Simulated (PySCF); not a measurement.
## Broadened absorption spectrum of C3H11NOP2Si

Compound: C₃H₁₁NOP₂Si.
SMILES: `CN(C)C(=O)[SiH](P)P`

Method used: PySCF, TDDFT CAM-B3LYP/def2-SVPD, vertical, gas phase, core orbitals frozen in the response. One conformer (not necessarily the lowest) at the PBE0-D3(BJ)/def2-SVP geometry, without solvent, vibrations or thermal averaging. Torsions of this conformer, `[CH3:1][N:2]([CH3:3])[C:4](=[O:5])[SiH:6]([PH2:7])[PH2:8]`: C1–N2–C4–O5 -178°, N2–C4–Si6–P7 63°, H–P7–Si6–C4 68°, H–P7–Si6–C4 162°, H–P8–Si6–C4 162°, H–P8–Si6–C4 68°.

Each state is given a Gaussian of 0.5 eV full width at half maximum, with ε(max) = 2.175×10⁸ f / Δν̃ (Δν̃ the width in cm⁻¹). The width is an assumption, not a result. The curve ends short of the highest state used, and states not computed would add to its high-energy end.

E (eV), ε (L mol⁻¹ cm⁻¹) and a bar:
```
     4.10          1 
     4.18          3 
     4.25          7 
     4.32         17 
     4.39         36 
     4.47         76 
     4.54        131 
     4.61        202 #
     4.69        290 #
     4.76        353 #
     4.83        387 #
     4.91        375 #
     4.98        325 #
     5.05        253 #
     5.12        176 
     5.20        102 
     5.27         57 
     5.34         30 
     5.42         19 
     5.49         29 
     5.56         72 
     5.64        210 #
     5.71        485 #
     5.78       1010 ###
     5.85       1900 #####
     5.93       3458 #########
     6.00       5263 ##############
     6.07       7314 ###################
     6.15       9646 #########################
     6.22      11454 ##############################
```

Question: Where are the band maxima, and which computed states make them?

Answer: 256 nm (4.85 eV), ε about 390, made up of S1 (100%) (ε in L mol⁻¹ cm⁻¹; maxima over ε = 5, shares over 10%). At its high-energy end, 6.22 eV, the curve is still rising (ε about 11000, from S2 and S3). The states used: S1 4.85 eV (f 0.0072); S2 6.17 eV (f 0.032); S3 6.24 eV (f 0.125); S4 6.42 eV (f 0.028); S5 6.48 eV (f 0.016); S6 6.55 eV (f 0.019); S7 6.64 eV (f 0.036); S8 6.68 eV (f 0.140); S9 6.72 eV (f 0.103); S10 6.82 eV (f 0.045).

Question: What would ε be at 4.85 eV, the highest of these maxima, with half the width (0.25 eV)?

Answer: About 777 L mol⁻¹ cm⁻¹ against 389, a factor of about 2.00; a lone state at its own centre would give exactly 2.

Question: On this curve, what absorbance would a 10⁻⁴ mol/L sample give at 266 nm over a 1 cm path?

Answer: 266 nm is 4.661 eV, where ε is about 260 L mol⁻¹ cm⁻¹, so A = ε c l ≈ 0.026 (Beer–Lambert, with the gas-phase spectrum and the assumed width).

Question: Coming from long wavelengths, where does ε first pass 100 L mol⁻¹ cm⁻¹?

Answer: At about 275 nm (4.50 eV), 0.35 eV below S1.

All these states lie below the vertical ionisation energy of 8.91 eV (ΔSCF).
